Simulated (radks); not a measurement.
Values are calculated unless marked as measured or tabulated.
Task: Hf3+, configuration [Xe] 4f14 6s1 (not the ground configuration). Level of theory: Dirac Kohn-Sham, PBE, spin-unpolarised, spherical densities, point nucleus (a radial shooting solver on a logarithmic mesh with Libxc functionals).

Spin-orbit splittings of the eigenvalues, e(l+1/2) - e(l-1/2), with zeta = 2 splitting/(2l+1) and mean radii in bohr:

shell  occ.  splitting (eV)  zeta (eV)  <r> j=l-1/2  <r> j=l+1/2
2p        6               ?          ?      0.06612      0.07385
3p        6           255.5      170.3       0.1981       0.2124
3d       10           55.71      22.28       0.1863       0.1908
4p        6           58.43      38.95       0.4746       0.5076
4d       10           10.70      4.278       0.5287       0.5402
4f       14           1.751     0.5003       0.6653       0.6770
5p        6           8.088      5.392        1.245        1.343

Estimate the 2p splitting.

Result: 1192 eV (zeta = 794.6 eV).
